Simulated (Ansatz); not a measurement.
Zr4⁺, relaxed as a doublet with UKS r2SCAN-D4/def2-SVP in Ansatz, starting from the GFN2-xTB geometry. Force threshold 0.02 eV/Å.

In the def2 sets Zr takes a core potential; there is no spin–orbit coupling. The charge 1 doublet is spin-contaminated (final ⟨S²⟩ up to 2.79, 0.75 for a pure state). The relaxation made no stability test and no search for a lower SCF solution. No other spin state of charge 1 was run. The structure comes from a short search, and lower isomers may exist.

Start:

Cartesian coordinates in Å:
```
Zr -1.466 1.742 -0.840
Zr 1.420 1.659 1.051
Zr 1.469 -1.740 0.834
Zr -1.423 -1.661 -1.045
```

(1) Estimate the energy that the relaxation releases and the steps that it takes.

(2) Does the start keep its bonding and symmetry?

(3) Predict the relaxed structure.

Results:

(1) 127.6 kcal/mol, in 21 steps; 6.2 min on 4 threads of Arm Neoverse V1 on a shared host. The force fell under the threshold at step 20, but the optimiser went on. No frequencies were taken in this run, so the end may be a saddle point.

(2) Bonds formed: Zr1–Zr3, Zr2–Zr4 (atoms count from 1). The end is the same structure that another start reached, the lowest one found. Point group C2h at the start, Cs at the end, both within 0.05 Å.

(3) 
```xyz
4

Zr   -0.3271    1.0405   -1.3064
Zr    0.3106    0.8956    1.3992
Zr    1.3495   -0.9435   -0.3997
Zr   -1.3330   -0.9926    0.3069
```
Bond lengths (bridged metal pairs left out): 6 × Zr–Zr 2.73 to 2.78 Å.
